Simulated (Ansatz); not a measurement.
Relaxation of a periodic cell of 17 atoms, Na16B (host Na, host structure bcc, interstitial B), to a largest force component of 0.03 eV/Å in at most 60 steps.

Computed with Ansatz, DFT PBE, scalar-relativistic, plane waves, PAW. Settings: cutoff 420 eV, k mesh 2x2x2, gaussian smearing 0.05 eV, no spin polarisation.

```xyz
17
Lattice="8.4600 0.0000 0.0000 0.0000 8.4600 0.0000 0.0000 0.0000 8.4600" Properties=species:S:1:pos:R:3
Na 0.000 0.000 0.000
Na 4.230 0.000 0.000
Na 0.000 4.230 0.000
Na 0.000 0.000 4.230
Na 2.115 2.115 2.115
Na 4.230 4.230 0.000
Na 4.230 0.000 4.230
Na 6.345 2.115 2.115
Na 0.000 4.230 4.230
Na 2.115 6.345 2.115
Na 2.115 2.115 6.345
Na 4.230 4.230 4.230
Na 6.345 6.345 2.115
Na 6.345 2.115 6.345
Na 2.115 6.345 6.345
Na 6.345 6.345 6.345
B -0.023 5.279 2.081
```

Where does it end, and by what steps?

The run converged. The force dipped under the threshold on the way, but the program's further checks kept it going. Limits of this set-up: coarse k mesh, odd electron count without spin. After 7 steps the energy has fallen by 0.726 eV; Na8 moved furthest, 0.72 Å.

```json
{"step": "0", "energy less start (eV)": "0.0000", "largest force component (eV/Å)": "0.747", "accepted": "yes"}
{"step": "1", "energy less start (eV)": "-0.2971", "largest force component (eV/Å)": "0.279", "accepted": "yes"}
{"step": "2", "energy less start (eV)": "-0.4731", "largest force component (eV/Å)": "0.149", "accepted": "yes"}
{"step": "3", "energy less start (eV)": "-0.6104", "largest force component (eV/Å)": "0.086", "accepted": "yes"}
{"step": "4", "energy less start (eV)": "-0.7027", "largest force component (eV/Å)": "0.038", "accepted": "yes"}
{"step": "5", "energy less start (eV)": "-0.7241", "largest force component (eV/Å)": "0.017", "accepted": "yes"}
{"step": "6", "energy less start (eV)": "-0.7231", "largest force component (eV/Å)": "0.026", "accepted": "no"}
{"step": "7", "energy less start (eV)": "-0.7257", "largest force component (eV/Å)": "0.007", "accepted": "yes"}
```

```xyz
17
Lattice="8.4600 0.0000 0.0000 0.0000 8.4600 0.0000 0.0000 0.0000 8.4600" Properties=species:S:1:pos:R:3
Na -0.002 -0.620 0.372
Na 4.229 0.336 0.220
Na 0.000 4.402 -0.381
Na -0.002 -0.613 3.857
Na 1.737 2.730 2.111
Na 4.228 4.019 -0.320
Na 4.229 0.338 4.006
Na 6.722 2.733 2.111
Na 0.000 4.403 4.603
Na 2.484 6.173 2.116
Na 1.892 1.776 6.344
Na 4.228 4.016 4.548
Na 5.971 6.173 2.116
Na 6.565 1.777 6.344
Na 2.434 6.562 6.342
Na 6.024 6.560 6.342
B -0.003 5.276 2.110
```

Whether the end is a true minimum wasn't checked by a vibrational analysis.

Run time: 21 s on 4 threads of INTEL(R) XEON(R) PLATINUM 8581C CPU @ 2.10GHz (Emerald Rapids) (shared host), peak memory 1.4 GiB.
